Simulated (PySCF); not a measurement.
CH3FO3Si, SMILES O=CO[Si@H](F)O.

Coordinates come from a ωB97X-D3(BJ)/def2-SVP optimisation. The structure was generated by enumeration; whether it is a known compound was not checked. One conformer was computed; it need not be the lowest.

Level of theory: HF/def2-TZVP run with PySCF.

Isolated molecule, no solvent.

| Property | Value |
|---|---|
| total energy | -652.93626 hartree |
| highest occupied level | -13.27 eV |
| lowest empty level | 3.45 eV |
| orbital gap | 16.71 eV |
| dipole moment | 2.36 D |
| quadrupole, principal values (traceless, Buckingham form, about the centre of nuclear charge) | -4.32, -1.32, 5.64 D·Å |
| mean static polarisability | 37.4 bohr³ (5.55 Å³) |
| polarisability, principal values | 30.5, 39.0, 42.9 bohr³ |
